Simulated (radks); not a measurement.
Values are calculated unless marked as measured or tabulated.
Question: These are the eigenvalues of the occupied orbitals of an atom or ion with whole-number occupations (hartree). Level of theory: scalar-relativistic Kohn-Sham, PBE, spin-unpolarised, spherical densities, point nucleus (a radial shooting solver on a logarithmic mesh with Libxc functionals).

| orbital | eigenvalue |
|---|---|
| 1s | -728.4704 |
| 2s | -102.8846 |
| 2p | -91.97506 |
| 3s | -17.51227 |
| 3p | -13.93697 |
| 3d | -8.12083 |
| 4s | -2.36471 |
| 4p | -1.41432 |
| 5s | -0.15018 |
| 4d | -0.13792 |

Which element is it, and in what charge state? The configuration may be excited.

Answer: Z = 42, molybdenum, charge 0: Mo in [Kr] 4d5 5s1. The list shows which subshells hold electrons but not how many an open one holds; the 1s level, -728.47 hartree, gives Z - s = 38.2 by -(Z - s)^2/2, which with screening and relativity narrows Z to a few neighbours, and the depths of the outer levels then fix element, charge and occupations together.
